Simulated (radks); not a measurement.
Ionisation of neutral copper, [Ar] 3d10 4s1, to [Ar] 3d10 as the strength of local exchange is varied. Method: scalar-relativistic Kohn-Sham, Slater X-alpha exchange (alpha = 2/3 is LDA exchange), no correlation, spin-polarised, spherical densities, point nucleus; open shells are filled with parallel spins first; computed with a radial shooting solver on a logarithmic mesh with Libxc functionals.

| alpha | E(Cu) (hartree) | exchange (hartree) | IE (eV) | -e of the level emptied (eV) | <r> of it (bohr) |
|---|---|---|---|---|---|
| 0.667 | -1649.75675 | -62.33328 | 7.806 | 4.488 (4s) | 2.950 |
| 0.713 | -1654.06520 | -66.82893 | 8.079 | 4.761 (4s) | 2.914 |
| 0.714 | -1654.15901 | -66.92694 | 8.085 | 4.767 (4s) | 2.913 |
| 0.899 | -1671.61564 | -85.26223 | 9.234 | 5.944 (4s) | 2.775 |
| 0.975 | -1678.84623 | -92.91111 | 9.729 | 6.462 (4s) | 2.722 |
| x | -1667.53990 | -80.96454 | 8.960 | 5.659 (4s) | 2.806 |

Which alpha was used in the last row?

Answer. alpha = 0.856. NIST Atomic Spectra Database: 7.726 eV (measured). The central value is not met in this range of alpha.
